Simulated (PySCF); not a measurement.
C3H8AlCl. Atoms are numbered in the order given.

```xyz
13

Al    -0.4211    -0.3839     0.0000
Cl     1.6768    -0.7419     0.0000
C     -1.5912    -1.9448     0.0000
H     -1.3996    -2.5780     0.8837
H     -1.3996    -2.5780    -0.8837
H     -2.6603    -1.6766     0.0000
C     -1.0165     1.4817     0.0000
C      0.0640     2.5726     0.0000
H     -1.6888     1.6010     0.8727
H     -1.6888     1.6010    -0.8727
H      0.7189     2.4954    -0.8828
H      0.7189     2.4954     0.8828
H     -0.3700     3.5868     0.0000
```

Coordinates come from a B3LYP-D3(BJ)/def2-SVP optimisation. The structure was generated by enumeration; whether it is a known compound was not checked. Other conformers were not sampled.

Calculation: PBE0/def2-TZVP in PySCF.

Symmetry labels are those of the subgroup Cs that the program uses (full group Cs).

List the valence orbital energies around the gap with their symmetry. (Estimate from the structure and the level; the computed values follow.)


```tsv
orbital	symmetry	energy (eV)
HOMO−7	A"	-11.14
HOMO−6	A'	-11.00
HOMO−5	A'	-10.39
HOMO−4	A"	-9.68
HOMO−3	A'	-9.13
HOMO−2	A"	-9.06
HOMO−1	A'	-8.81
HOMO	A'	-7.57
LUMO	A"	-0.66
LUMO+1	A'	-0.04
LUMO+2	A'	1.23
LUMO+3	A'	1.70
```
